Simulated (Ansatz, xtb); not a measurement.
# Relative energy of two structures of GeH4MgSi

We compare X, a singlet given by its coordinates, with Y, a singlet given by its coordinates. Both are isolated molecules in the gas phase, relaxed with r2SCAN-D4/def2-SVP.

X (Å):

```yaml
atoms:
  - { symbol: Ge, position_ang: [-1.4002, 1.2447, -0.9642] }
  - { symbol: Mg, position_ang: [-2.0921, -0.8930, 0.5095] }
  - { symbol: Si, position_ang: [-0.7293, 1.5481, 1.2029] }
  - { symbol: H, position_ang: [-2.6735, -2.4353, 0.9198] }
  - { symbol: H, position_ang: [0.1963, 0.7287, 2.0655] }
  - { symbol: H, position_ang: [-1.1675, 2.7235, 2.0180] }
  - { symbol: H, position_ang: [-0.6026, -0.2042, -0.8472] }
```

Close contacts (Å): Ge1–Mg2 2.69, Ge1–Si3 2.29, Mg2–Si3 2.88, Ge1–H7 1.66, Mg2–H4 1.70, Mg2–H7 2.13, Si3–H5 1.51, Si3–H6 1.50.

Y (Å):

```xyz
7

Ge   -1.0299    1.2257   -0.2329
Mg   -2.6568   -0.6865   -0.6483
Si   -1.3843   -0.4983    1.5413
H    -1.3886   -0.1517    3.0058
H    -0.2607   -1.4912    1.3686
H    -2.0182    2.3574    0.1870
H     0.3415    1.9411   -0.3407
```

Close contacts (Å): Ge1–Mg2 2.54, Ge1–Si3 2.50, Mg2–Si3 2.54, Ge1–H6 1.56, Ge1–H7 1.55, Si3–H4 1.50, Si3–H5 1.51.

Q: Estimate which is lower in electronic energy at CCSD(T)/def2-TZVP, and by roughly how much.

A: The CCSD(T)/def2-TZVP calculation puts structure X lower, by 6.6 kcal/mol.

Level by level:

| level | geometry | E(Y) − E(X) (kcal/mol) | departure from the last row (kcal/mol) | job, with rough time for the two |
| --- | --- | --- | --- | --- |
| r2SCAN-D4/def2-SVP | r2SCAN-D4/def2-SVP | +7.3 | +0.7 | optimisation, 1.8 min |
| HF/def2-TZVP | r2SCAN-D4/def2-SVP | +7.5 | +0.9 | part of the CCSD(T) run |
| MP2/def2-TZVP | r2SCAN-D4/def2-SVP | +6.9 | +0.3 | part of the CCSD(T) run |
| CCSD(T)/def2-TZVP | r2SCAN-D4/def2-SVP | +6.6 |  | single point, 85 s |

The levels shown agree on the order. The largest departure from CCSD(T)/def2-TZVP is that of HF/def2-TZVP, 0.9 kcal/mol. Levels run at GFN2-xTB geometries aren't shown.

With harmonic frequencies from r2SCAN-D4/def2-SVP (ideal gas, rigid rotor, one conformer each, 298.15 K, 1 atm): the zero-point term adds +1.4 kcal/mol; ΔH is +7.9 and ΔG +8.2 kcal/mol.

The correlated steps freeze 15 core orbitals; the filled d shell of Ge is correlated; the last core shell of Mg is correlated, in a basis made for valence electrons. Run with Ansatz 0.2.0; the last row on 1 thread of Arm Neoverse V2 on a shared host.
